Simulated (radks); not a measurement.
Kinetic energies: the exact non-interacting value of the Kohn-Sham orbitals and orbital-free approximations, in hartree. Species: Re+ [Xe] 4f14 5d5 6s1; Sb4+ [Kr] 4d10 5s1; C4+ [He]; Zn [Ar] 3d10 4s2; Yb [Xe] 4f14 6s2. Calculated with a radial shooting solver on a logarithmic mesh with Libxc functionals: non-relativistic Kohn-Sham, LDA (Slater exchange, Perdew-Wang correlation), spin-polarised, spherical densities, point nucleus. Every spin shell is full or empty, so the densities are truly spherical. Functionals are evaluated on that one density, not self-consistently.

| functional | Re+ | Sb4+ | C4+ | Zn | Yb |
|---|---|---|---|---|---|
| exact | 15774.5 | 6303.56 | 31.9187 | 1774.69 | 13382.8 |
| Thomas-Fermi | 15025 | 5971.7 | 29.056 | 1661.8 | 12728 |
| TF + vW | 20733 | 8573.8 | 60.974 | 2536.3 | 17687 |
| TF + vW/9 | 15660 | 6260.8 | 32.602 | 1759.0 | 13279 |
| TF + vW/5 | 16167 | 6492.1 | 35.439 | 1836.7 | 13720 |
| LC94 | 15772 | 6307.7 | 32.457 | 1772.5 | 13375 |
| APBEK | 15776 | 6310.9 | 32.414 | 1774.1 | 13380 |
| Perdew 92 | 15661 | 6261.4 | 32.609 | 1759.2 | 13280 |
| Thakkar | 15649 | 6266.9 | 32.529 | 1764.6 | 13274 |
| Pearson | 15634 | 6245.7 | 31.009 | 1751.6 | 13256 |
| LKT | 18341 | 7503.7 | 51.629 | 2187.7 | 15614 |
| PG1 | 17775 | 7246.2 | 49.263 | 2101.5 | 15123 |
| DePristo-Kress | 15738 | 6297.2 | 32.632 | 1771.0 | 13348 |
| Ernzerhof | 15694 | 6278.3 | 33.803 | 1765.8 | 13309 |
